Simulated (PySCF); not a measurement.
Species: C5H9O2 (doublet state).
Z-matrix (Å and degrees, GFN2-xTB geometry), rows numbered from 1:
```
C 
O   1  1.3593
C   2  1.4085  1  116.06
C   3  1.5019  2  111.80  1   -74.52
C   4  1.3215  3  124.61  2  -131.78
C   5  1.5003  4  124.66  3  -179.17
O   6  1.4095  5  112.92  4  -127.62
H   1  1.0776  2  119.13  3   -27.73
H   1  1.0713  2  113.60  3   179.65
H   3  1.1031  2  109.71  1    46.88
H   3  1.0930  2  106.18  1   164.52
H   4  1.0818  3  114.44  2    47.79
H   5  1.0842  4  120.18  3     0.32
H   6  1.1041  5  108.91  4   109.99
H   6  1.0916  5  110.75  4    -9.18
H   7  0.9640  6  108.86  5   -52.71
```

The hyperfine couplings belong to this conformer and change with its torsions.

The species is `[CH2]OC/C=C/CO` [radical].

Method: UKS B3LYP, pcH-1 on C H O, non-relativistic, mean-field spin-orbit, GIAO (PySCF). One conformer (not necessarily the lowest) at the GFN2-xTB geometry, without solvent, vibrations or thermal averaging. The geometry wasn't refined by DFT: couplings that depend on bond lengths, twists or pyramidal angles can differ widely from those at the functional's own minimum. The SCF solution wasn't tested for stability.

Principal values of hyperfine tensors in MHz (contact and dipolar terms together), for some of the nuclei:

```csv
atom,isotope,A1,A2,A3
C1,13C,63.40,64.71,284.66
H9,1H,-81.00,-47.80,-10.30
O2,17O,-95.73,11.47,14.24
H10,1H,5.62,5.83,16.81
C3,13C,-5.97,-5.04,-1.16
H13,1H,1.37,1.56,3.81
C6,13C,1.57,1.63,2.19
C5,13C,-1.66,-1.05,-0.68
```

(1) Split each tensor into its isotropic and traceless parts, and turn a_iso into mT with g = 2.0034.

(2) What spin density at the nucleus of C3 lies behind its contact coupling (g_N = 1.40482)?

(3) H8 (1H, g_N = 5.58569) isn't in the table. Its spin density at the nucleus is -0.007828 bohr⁻³. What is its contact coupling?

(4) Which nucleus of the table has the largest anisotropic coupling, and what is its form?

(5) What first-order splitting does H9 cause when the field lies along A1, A2 or A3 of its tensor (g taken as isotropic, no quadrupole term)?

## Answers

(1) a_iso is a third of the trace, T = A − a_iso, and a(mT) = a(MHz)/(g × 13.996).

```json
{"atom": "C1", "a_iso (MHz)": "137.59", "a_iso (mT)": "4.907", "T1": "-74.19", "T2": "-72.88", "T3": "147.07"}
{"atom": "H9", "a_iso (MHz)": "-46.37", "a_iso (mT)": "-1.654", "T1": "-34.63", "T2": "-1.44", "T3": "36.07"}
{"atom": "O2", "a_iso (MHz)": "-23.34", "a_iso (mT)": "-0.832", "T1": "-72.39", "T2": "34.81", "T3": "37.58"}
{"atom": "H10", "a_iso (MHz)": "9.42", "a_iso (mT)": "0.336", "T1": "-3.80", "T2": "-3.59", "T3": "7.39"}
{"atom": "C3", "a_iso (MHz)": "-4.06", "a_iso (mT)": "-0.145", "T1": "-1.91", "T2": "-0.99", "T3": "2.90"}
{"atom": "H13", "a_iso (MHz)": "2.25", "a_iso (mT)": "0.080", "T1": "-0.87", "T2": "-0.69", "T3": "1.56"}
{"atom": "C6", "a_iso (MHz)": "1.80", "a_iso (mT)": "0.064", "T1": "-0.23", "T2": "-0.17", "T3": "0.39"}
{"atom": "C5", "a_iso (MHz)": "-1.13", "a_iso (mT)": "-0.040", "T1": "-0.53", "T2": "0.08", "T3": "0.45"}
```

(2) a_FC = (2μ0/3) gₑ μB g_N μN ρ(0)/(2S·h) = 800.24 MHz × g_N × ρ(0)/(2S), with ρ in bohr⁻³. With a_FC = -4.06 MHz and 2S = 1, ρ(0) = -0.003608 bohr⁻³.

(3) By the same relation, a_FC = -35.0 MHz. Its full tensor has the principal values -69.66, -35.77, 0.45 MHz.

(4) C1: -74.2, -72.9, 147.1 MHz, axial, in the ratio −1:−1:+2, the form that spin in one p orbital centred on that nucleus gives.

(5) 2 lines (I = 1/2), spaced by |A_i|/(g × 13.996): 2.89, 1.70, 0.37 mT along the axes of A1, A2 and A3.
